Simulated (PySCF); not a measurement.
Compound: C7H6N4Si.
Atom-mapped SMILES: `[N:1]#[C:2][c:3]1[cH:4][cH:5][cH:6][c:7]2[n:8][n:9]([SiH3:10])[n:11][c:12]12`

NICS is the negative of the GIAO shielding at a point without a nucleus: at the ring centre (0) and 1 Å above and below it (1); zz is the component along the ring normal. Level: GIAO PBE0/pcSseg-1 (PySCF, non-relativistic, gas phase) on the GFN2-xTB geometry, one conformer.

Rings: 1. C3–C4–C5–C6–C7–C12; 2. C7–N8–N9–N11–C12.

```
set  NICS(0)  NICS(1), two faces  NICS(1)zz, two faces
  P     -8.5       -10.6 / -10.6         -25.2 / -25.3
  Q    -15.7       -15.8 / -15.8         -40.0 / -40.0
```

Problem. Which set (ppm) belongs to which ring?

Solution. P = 1, Q = 2.
- 1 (6-membered carbocycle; formal bonds all aromatic): mean NICS(1)zz -25.2 ppm, shielded. For a flat ring without four-coordinate atoms the NICS criterion counts such a value as aromatic, though in fused rings the probe also feels the neighbouring ring.
- 2 (5-membered ring with 3 N; formal bonds all aromatic): mean NICS(1)zz -40.0 ppm, shielded. The ring is flat and has no four-coordinate atom; by the NICS criterion it is aromatic, though in fused rings the probe also feels the neighbouring ring.

Problem. How do the rings differ in shape?

Solution. 
| ring | bond lengths (Å) | rms pucker (Å) | HOMA | nearest outside atom to a NICS(1) probe (Å) |
| --- | --- | --- | --- | --- |
| 1 | 1.380, 1.407, 1.370, 1.402, 1.433, 1.412 | 0.00 | 0.85 | hydrogen 2.65 |
| 2 | 1.337, 1.313, 1.314, 1.334, 1.433 | 0.00 | 0.89 | carbon 2.74 |

HOMA = 1 − mean of α(R − Ropt)² over the ring bonds, with Krygowski's 1993 parameters (CC: Ropt 1.388 Å, α 257.7 Å⁻²; CN: Ropt 1.334 Å, α 93.52 Å⁻²; NN: Ropt 1.309 Å, α 130.33 Å⁻²).
